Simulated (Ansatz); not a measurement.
The first iterations of a band of CH4NOSi (8 atoms, charge 1, multiplicity 1).

Computed with Ansatz 0.2.0, RKS B3LYP-D4/6-31G.

```
movable images  : 9
climbing image  : yes
spring          : 5.0 eV/Å²
optimiser       : quadratic models (default)
start path      : IDPP
force threshold : 0.03 eV/Å
iteration limit : 60
end points      : relaxed
```

Initial state:

```xyz
8
Properties=species:S:1:pos:R:3
O -1.618 1.415 0.385
C -0.395 0.960 0.650
N 0.181 -0.025 0.077
Si 1.063 -1.267 -0.557
H -2.121 0.946 -0.319
H 0.081 1.540 1.436
H 1.904 -0.968 -1.740
H 0.905 -2.602 0.068
```

Final state:

```xyz
8
Properties=species:S:1:pos:R:3
O -1.619 1.414 0.387
C -0.395 0.961 0.649
N 0.181 -0.025 0.077
Si 1.063 -1.266 -0.558
H -2.124 0.942 -0.315
H 0.083 1.542 1.434
H 0.909 -2.600 0.070
H 1.901 -0.968 -1.744
```

| iteration | highest image above the first end (eV) | largest band force component (eV/Å) |
| --- | --- | --- |
| 1 | 0.784 | 1.167 |
| 2 | 0.735 | 0.921 |
| 3 | 0.723 | 1.418 |
| 4 | 0.720 | 0.302 |
| 5 | 0.707 | 0.289 |

Question: Does the band converge within its limit, and where does its top end?

Answer: The forces met the threshold. It ended after 16 iterations with the highest image 0.576 eV above the first end. A vibrational analysis at the climbing image gives one clearly imaginary mode, 324i cm⁻¹: a first-order saddle point. Limits of this set-up: no polarisation functions, the dipole of an ion depends on the origin.

Time of the run: 4.9 min on 1 thread of Arm Neoverse V1, on a shared host, peak memory 0.11 GiB.
